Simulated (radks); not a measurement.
The molybdenum ion Mo23+, configuration [Ar] 3d1. Calculated with a radial shooting solver on a logarithmic mesh with Libxc functionals: scalar-relativistic Kohn-Sham, PBE, spin-polarised, spherical densities, finite nucleus; open shells are filled with parallel spins first (spin-orbit coupling, left out, can overturn this in heavy ions); Fermi nuclear charge, rms radius 4.4091 fm. Some entries of the table are withheld. Estimate them.

| orbital | occ. | eigenvalue (hartree) | <r> (bohr) | <r^2> (bohr^2) |
|---|---|---|---|---|
| 1s up | 1 | -763.8180 | 0.03517 | 0.001669 |
| 1s down | 1 | -763.8175 | 0.03517 | 0.001669 |
| 2s up | 1 | -137.9212 | 0.1526 | 0.02741 |
| 2s down | 1 | -137.8191 | 0.1525 | 0.02738 |
| 2p up | 3 | (1) | 0.1329 | 0.02153 |
| 2p down | 3 | (2) | 0.1328 | 0.02150 |
| 3s up | 1 | -46.96964 | 0.3896 | 0.1727 |
| 3s down | 1 | -46.84950 | 0.3900 | 0.1731 |
| 3p up | 3 | -43.48817 | (3) | 0.1678 |
| 3p down | 3 | -43.36289 | (4) | 0.1682 |
| 3d up | 1 | -38.53278 | 0.3439 | (5) |
| 3d down | 0 | -38.37870 | 0.3445 | (6) |

Answer. 
(1) 2p up eigenvalue (hartree): -127.1948
(2) 2p down eigenvalue (hartree): -127.1189
(3) 3p up <r> (bohr): 0.3814
(4) 3p down <r> (bohr): 0.3820
(5) 3d up <r^2> (bohr^2): 0.1375
(6) 3d down <r^2> (bohr^2): 0.1380
